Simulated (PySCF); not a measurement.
```xyz
4
charge 0 multiplicity 1, angstrom
Bi    0.0000    0.0000   -0.0146
H     1.4632    0.0000    1.0105
H    -0.7316    1.2671    1.0105
H    -0.7316   -1.2672    1.0105
```

These are results of PySCF, PBE0, basis Bi def2-TZVP with ECP60, H def2-TZVP (scalar-relativistic core potentials, no spin–orbit coupling, density fitting), not measurements.

This geometry of BiH3 is a stationary point at this level.

(1) What is the point group?

(2) Is it a minimum?

(3) Which band is strongest in the infrared?

(4) Give the atomic charges and bond orders.

Answers

(1) C3v.

(2) Yes: all harmonic wavenumbers are real.

(3) 1840 cm⁻¹ (e), 482 km/mol.

(4) 
```csv
atom,Mulliken,Löwdin,polar tensor,Mayer order to Bi1
Bi1,0.12,0.13,0.71,–
"H2,3,4",-0.04,-0.04,-0.24,0.98
```

With an element this heavy the missing spin–orbit coupling can shift these numbers.
